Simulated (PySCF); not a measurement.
C9H18Si.
Numbering: `[SiH3:1][CH2:2][C@:3]12[CH2:4][CH2:5][CH2:6][C@H:7]1[CH2:8][CH2:9][CH2:10]2` (hydrogens: H11, H12, H13 on Si1; H14, H15 on C2; H16, H17 on C4; H18, H19 on C5; H20, H21 on C6; H22 on C7; H23, H24 on C8; H25, H26 on C9; H27, H28 on C10)

Theory: PySCF 2.14.0, PBE0-D3(BJ)/def2-SVP geometry optimisation, gas phase.

**Question.** What internal coordinates does the optimisation give?

**Answer.** 
| bond | length (pm) |
| --- | --- |
| Si1–C2 | 189.1 |
| C2–C3 | 153.5 |
| C3–C4, C3–C10 | 154.6 |
| C4–C5, C9–C10 | 152.4 |
| C5–C6, C8–C9 | 152.5 |
| C6–C7, C7–C8 | 153.5 |
| C3–C7 | 157.3 |
| Si1–H11, Si1–H12, Si1–H13 | 149.6 |
| C2–H14, C2–H15 | 110.6 |
| C4–H16, C10–H28 | 110.2 |
| C4–H17, C10–H27 | 110.3 |
| C5–H18, C9–H26 | 110.2 |
| C5–H19, C9–H25 | 110.2 |
| C6–H20, C8–H23 | 110.2 |
| C6–H21, C8–H24 | 110.3 |
| C7–H22 | 110.1 |

Bonds in one row agree within 1 pm and their mean is given. A selection of angles:
| angle | degrees |
| --- | --- |
| C2–Si1–H11 | 112.3 |
| C2–Si1–H12 | 112.5 |
| C2–Si1–H13 | 108.1 |
| H11–Si1–H12 | 108.2 |
| Si1–C2–C3 | 120.2 |
| Si1–C2–H14 | 105.9 |
| C3–C2–H14 | 109.2 |
| H14–C2–H15 | 105.4 |
| C2–C3–C4 | 110.5 |
| C2–C3–C7 | 113.1 |
| C4–C3–C7 | 104.5 |
| C4–C3–C10 | 112.0 |
| C3–C4–C5 | 105.1 |
| C3–C4–H16 | 109.6 |
| C3–C4–H17 | 112.1 |
| C5–C4–H16 | 109.1 |
| C5–C4–H17 | 114.0 |
| H16–C4–H17 | 106.9 |
| C4–C5–C6 | 102.3 |
| C4–C5–H18 | 110.4 |
| C4–C5–H19 | 113.5 |
| C6–C5–H18 | 110.2 |
| C6–C5–H19 | 113.6 |
| H18–C5–H19 | 106.9 |
| C5–C6–C7 | 103.8 |
| C5–C6–H20 | 109.2 |
| C5–C6–H21 | 113.9 |
| C7–C6–H20 | 110.2 |
| C7–C6–H21 | 112.7 |
| H20–C6–H21 | 107.0 |
| C6–C7–C8 | 114.1 |
| C6–C7–H22 | 111.0 |
| C8–C7–H22 | 109.3 |
| C3–C7–C6 | 105.7 |
| C3–C7–H22 | 110.5 |
| C7–C8–C9 | 105.0 |
| C7–C8–H23 | 112.5 |
| C7–C8–H24 | 109.7 |
| C9–C8–H23 | 113.6 |
| C9–C8–H24 | 109.2 |
| C8–C9–C10 | 102.6 |
| C8–C9–H25 | 110.2 |
| C8–C9–H26 | 113.6 |
| C10–C9–H25 | 110.7 |

Dihedral angles: Si1–C2–C3–C4 -178° (antiperiplanar); C2–C3–C4–C5 -144° (anticlinal); C3–C4–C5–C6 40° (synclinal); C4–C5–C6–C7 -42° (synclinal); C5–C6–C7–C8 -88° (synclinal); C6–C7–C8–C9 140° (anticlinal); C7–C8–C9–C10 -39° (synclinal); C8–C9–C10–C3 39° (synclinal); C2–C3–C7–C6 117° (anticlinal); C2–C3–C10–C9 98° (anticlinal).

Si1 (SiH3 silicon) is tetrahedral (angles from 107.7° to 112.5°). The 10 C–C bonds span 1.524 Å (C8–C9, drawn single) to 1.573 Å (C3–C7, drawn single), a spread of 0.049 Å. The 5-membered ring C3–C4–C5–C6–C7 has internal angles of 102.3° to 105.7° (sum 521°, against 540° for a flat polygon); it is puckered, 0.19 Å rms from its mean plane, widest ring torsion 42°. Of the pairs four or more bonds apart, Si1···H25 is among the closest relative to their van der Waals radii: 2.81 Å, 85 % of the sum of Bondi's values. The 5-membered ring C3–C7–C8–C9–C10 has internal angles of 102.6° to 105.9° (sum 523°, against 540° for a flat polygon); it is puckered, 0.18 Å rms from its mean plane, widest ring torsion 39°.

Point group: C1 (no symmetry element, even within 0.4 Å). Stationary, but not proved a minimum. The numbers are those of one conformer.
